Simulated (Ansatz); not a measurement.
Basis-set extrapolation for `N[SiH2]OCF` (PBE0-D4/def2-TZVP geometry, frozen core, the Gaussian-basis code of Ansatz). Multiplicity 1, RHF reference.

```tsv
	def2-TZVPP	def2-QZVPP
HF	-559.250872	-559.273222
MP2 correlation	-0.990498	-1.070323
CCSD(T) correlation	-1.059333	not run
```

Energies in hartree. Use E(X) = E(∞) + A·exp(−7.88·√X) for Hartree–Fock and E(X) = E(∞) + B·X^(−2.97) for correlation, with X = 3 and 4, and add CCSD(T) minus MP2 of the smaller set to the MP2 limit.

Q: What is the CCSD(T) energy at the basis-set limit?

A: HF limit: -559.273222 + (-0.022350) × 0.13774 = -559.27630. MP2 limit: -1.070323 + (-0.079825) × 0.74074 = -1.12945. Higher-order term: -1.059333 − (-0.990498) = -0.06884. Total: -560.47459 hartree, 4.47 eV below CCSD(T)/def2-TZVPP.
